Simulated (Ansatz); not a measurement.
`C=[C]([SiH3])[InH2]` and `C=C[SiH3]` differ in one atom or group.

Ansatz, PBE0-D4/def2-TZVP geometries, multiplicity 1. 

Elements past krypton have def2 core potentials.

```csv
property,`C=[C]([SiH3])[InH2]`
LUMO energy (PBE0/def2-TZVPP) / eV,-1.90
HOMO energy (ωB97M-V/def2-TZVPP) / eV,-9.40
LUMO energy (B3LYP/def2-TZVPP) / eV,-2.17
HOMO–LUMO gap (B3LYP/def2-TZVPP) / eV,4.94
HOMO–LUMO gap (PBE/def2-TZVPP) / eV,3.50
HOMO–LUMO gap (PBE0/def2-TZVPP) / eV,5.39
```

What does the change do to each property? (Best estimate.)

Computed: 
| property | `C=C[SiH3]` | shift |
| --- | --- | --- |
| LUMO energy (PBE0/def2-TZVPP) / eV | -0.48 | 1.42 |
| HOMO energy (ωB97M-V/def2-TZVPP) / eV | -10.25 | -0.85 |
| LUMO energy (B3LYP/def2-TZVPP) / eV | -0.70 | 1.47 |
| HOMO–LUMO gap (B3LYP/def2-TZVPP) / eV | 7.08 | 2.14 |
| HOMO–LUMO gap (PBE/def2-TZVPP) / eV | 5.39 | 1.89 |
| HOMO–LUMO gap (PBE0/def2-TZVPP) / eV | 7.53 | 2.14 |

With PBE0 the HOMO falls by 0.72 eV and the LUMO rises by 1.42 eV, so the gap widens by about 2.14 eV. PBE moves the HOMO by -0.71 eV and ωB97M-V by -0.85 eV. The zero-point energy changes by -3.9 kJ/mol with -6 modes.

B3LYP here is the variant with VWN-RPA as its local correlation; programs differ in this.
